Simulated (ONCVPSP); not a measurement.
LDA (Perdew-Wang 92) ONCV dataset for aluminium, scalar-relativistic all-electron reference.

- Element: Al
- Generator: ONCVPSP 4.0.1
- Type: optimised norm-conserving Vanderbilt (ONCV)
- Functional: LDA (Perdew-Wang 92)
- Relativity: scalar-relativistic
- Frozen core: [Ne]
- Valence charge: 3
- Reference configuration: 3s1 (charge +2)
- Partial waves: 3s: rc 2.00 bohr, ncon 5, nbas 9, qcut 3.5 1/bohr, 2 projectors, debl 3.3 Ha; p scattering state at 0.06 Ha: rc 2.15 bohr, ncon 4, nbas 8, qcut 4.2 1/bohr, 2 projectors, debl 1.4 Ha; d scattering state at 0.08 Ha: rc 1.80 bohr, ncon 4, nbas 9, qcut 5.6 1/bohr, 1 projector
- Local potential: polynomial inside 1.30 bohr (lpopt 3, dvloc0 1 Ha)
- Core correction: Teter function, fcfact 2, rcfact 1.35

In the p channel the program set the typed energies aside and used 0.050, 1.450 Ha.

All-electron outer shells of the reference configuration (LDA (PZ), scalar-relativistic, ld1.x):

```tsv
shell	level (eV)	outermost node (bohr)	outermost maximum (bohr)
2p	-90.37	–	0.43
3s	-23.94	0.79	1.91
```

Problem. Estimate the cutoffs (Ha) at which the residual kinetic energy of the hardest occupied pseudo-wave falls to 1 and 0.1 mHa per electron.

Solution. 6.5 Ha and 26 Ha.

Problem. Does the potential have ghost states?

Solution. No bound ghost flagged; GHOST(+) flagged for s at 125.4 eV.

Problem. Tests: 3s2 3p1; 3s2; 3s2 3p0.5; 3s1 3p1. Which has the largest error in its energy relative to the reference configuration, and how large is it?

Solution. 3s2 3p1, with +69 meV (all-electron minus pseudo) on -25.21 eV.
